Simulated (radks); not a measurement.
Q: Radial electron density D(r) = 4 pi r^2 rho(r) of an atom or ion with 49 electrons. All-electron calculation, scalar-relativistic Kohn-Sham, PBE, spin-unpolarised, spherical densities, point nucleus. Program: a radial shooting solver on a logarithmic mesh with Libxc functionals.

| r (bohr) | D(r) (e/bohr) |
|---|---|
| 0.002131 | 7.464 |
| 0.002461 | 9.383 |
| 0.00282 | 11.59 |
| 0.00323 | 14.23 |
| 0.003731 | 17.56 |
| 0.004274 | 21.26 |
| 0.004936 | 25.78 |
| 0.005656 | 30.63 |
| 0.006479 | 35.98 |
| 0.007483 | 42.07 |
| 0.008573 | 48.05 |
| 0.009822 | 53.98 |
| 0.01134 | 59.82 |
| 0.013 | 64.53 |
| 0.01501 | 68.20 |
| 0.0172 | 70.08 |
| 0.0197 | 70.24 |
| 0.02275 | 68.69 |
| 0.02607 | 66.11 |
| 0.0301 | 63.18 |
| 0.03449 | 61.42 |
| 0.03951 | 61.83 |
| 0.04563 | 65.43 |
| 0.05228 | 71.72 |
| 0.0599 | 79.60 |
| 0.06917 | 87.24 |
| 0.07925 | 91.14 |
| 0.09153 | 89.79 |
| 0.1049 | 83.50 |
| 0.1201 | 74.78 |
| 0.1387 | 67.25 |
| 0.159 | 65.23 |
| 0.1821 | 68.71 |
| 0.2103 | 74.76 |
| 0.241 | 77.04 |
| 0.2783 | 71.12 |
| 0.3188 | 57.95 |
| 0.3653 | 42.28 |
| 0.4218 | 29.80 |
| 0.4833 | 25.43 |
| 0.5582 | 26.99 |
| 0.6395 | 29.50 |
| 0.7326 | 29.04 |
| 0.8461 | 24.42 |
| 0.9694 | 18.04 |
| 1.111 | 12.08 |
| 1.283 | 7.599 |
| 1.469 | 5.051 |
| 1.697 | 3.393 |
| 1.944 | 2.246 |
| 2.228 | 1.325 |
| 2.572 | 0.6298 |
| 2.947 | 0.2526 |
| 3.377 | 0.07964 |
| 3.9 | 0.01734 |
| 4.468 | 0.002977 |
| 5.16 | 0.0003149 |

What is the nuclear charge?

A: Z = 54. The innermost maximum, from 1s, lies near gamma/Z bohr with gamma = sqrt(1 - (Z/c)^2) = 0.919, here 0.017 bohr (found: 0.0186), and its height grows with Z. The density is that of the xenon ion Xe5+ in [Kr] 4d10 5s2 5p1; the configuration itself is not fixed sharply by these data, and Z only to a few units. D(r) has 4 maxima, at r = 0.0186, 0.0825, 0.237, 0.676 bohr, and minima at 0.0362, 0.155, 0.495 bohr, inside which lie 1.98, 11.16, 29.00 electrons.
